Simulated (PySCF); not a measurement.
# Computed records: CH₄FNSi

Computed with PySCF 2.14.0. Calculation on a computer-drawn molecule: optimised geometry and harmonic frequencies of an isolated molecule of the commonest isotopes, restricted reference for singlets and unrestricted otherwise, frozen core in MP2.

```json
{"formula": "CH4FNSi", "start_structure": {"atoms_angstrom": [["C", -0.6176, 1.8217, -3.3612], ["Si", 0.1332, 0.717, -2.2637], ["N", -0.0963, 0.1509, -0.6935], ["F", 1.623, -0.055, -2.6352], ["H", -0.3302, 1.7095, -4.469], ["H", -1.5555, 2.2114, -3.197], ["H", 0.6995, -0.1214, -0.0621], ["H", -0.9145, 0.5137, -0.1406]]}, "given": {"charge": 0, "multiplicity": 1, "method": "HF", "basis": "cc-pV(D+d)Z", "drawn_bonds_atom": [1, 2, 2, 1, 1, 3, 3], "drawn_bonds_other_atom": [2, 3, 4, 5, 6, 7, 8], "drawn_bonds_order": [2, 1, 1, 1, 1, 1, 1]}, "results": {"optimised_atom_element": ["C", "Si", "N", "F", "H", "H", "H", "H"], "optimised_atom_x [angstrom]": [-0.6405, 0.232, -0.06805, 1.614, -0.2963, -1.573, 0.5466, -0.873], "optimised_atom_y [angstrom]": [1.64, 0.7112, 0.3196, -0.008715, 1.793, 2.114, -0.2538, 0.6336], "optimised_atom_z [angstrom]": [-3.373, -2.289, -0.6904, -2.654, -4.388, -3.093, -0.1483, -0.187], "modes_frequency [cm^-1]": [179.9, 255.0, 285.7, 315.0, 315.8, 540.9, 676.6, 733.3, 807.4, 861.2, 1004, 1165, 1474, 1670, 3307, 3404, 3807, 3913], "modes_reduced_mass [dalton]": [1.11, 2.318, 1.121, 4.305, 10.99, 1.052, 1.196, 1.382, 5.325, 1.619, 5.847, 4.239, 1.251, 1.129, 1.056, 1.114, 1.05, 1.099], "rotational_constants [GHz]": [7.934, 6.379, 3.536], "total_energy [hartree]": -483.0609, "convergence_status_largest_gradient_component [hartree/bohr]": 2.037e-05}}
```
